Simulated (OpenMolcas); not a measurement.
V2+ (d3) on a cation site of an ionic host was computed by SS-CASPT2, IPEA 0.25 Eh, imaginary shift 0.1 Eh with the d shell active (OpenMolcas, ANO-RCC-VTZP on the metal). Its lowest spin-free states, and all those of the highest spin:

```
2S+1  Degeneracy  E (cm-1)
   4           1         0
   4           3     10150
   2           2     12880
   2           3     13690
   4           3     15350
   2           3     17970
   2           1     19970
   2           3     23660
   2           3     24060
   4           3     24410
   2           2     24730
   2           3     28370
```

Task: Is the site octahedral, tetrahedral or cube-like, axial, or of lower symmetry?

Result: The states with 2S+1 = 4 have orbital degeneracies 1, 3, 3, 3. Threefold states need a cubic site. For d3 at this spin an octahedron puts the single A2 below the threefold T2 and a tetrahedron or cube puts the threefold T1 below the threefold T2, so the site is octahedral. The first gap at this spin, 10200 cm-1, is |10Dq| in ligand-field theory. The run had V2+ with its 6 nearest fluoride ions at 2.176 Å, on the Na site of NaF (a = 4.634 Å, distance in the model lattice 2.317 Å). The rest of the host is ab initio model potentials to 7.6 Å, with orthogonalisation functions on the cations behind the ligands, and point charges beyond; the distance is set by hand and nothing relaxes, and no local charge compensation is placed. Ligand basis ANO-RCC-VDZP.

Roots that are degenerate in the reference are averaged as groups; the widest CASPT2 spread within a group is 390 cm-1 (the 3-fold group of multiplicity 2 near 34400 cm-1 above the lowest state of its run). Shifts and gaps below about the spread of the groups concerned are not significant. Over all roots computed the reference weight is 0.73 to 0.74; a low but even weight reflects the number of correlated electrons. Ligand-to-metal charge-transfer states are missing. These CASPT2 states fit no ligand-field parameters well, so their order and spin gaps are uncertain. With no ligand orbital active B as a rule stays too high, so bands that hang on it stand too high and its fall with covalency is understated. With one d shell and no ligand orbital active, 10Dq can be off by tens of per cent for divalent 3d ions, low with halides held by bare charges and at times high in hosts. Free-ion shares, where given, are those of the reference states; single-state CASPT2 does not remix them. No measured value stands beside these numbers; the geometry was set by hand and not optimised.
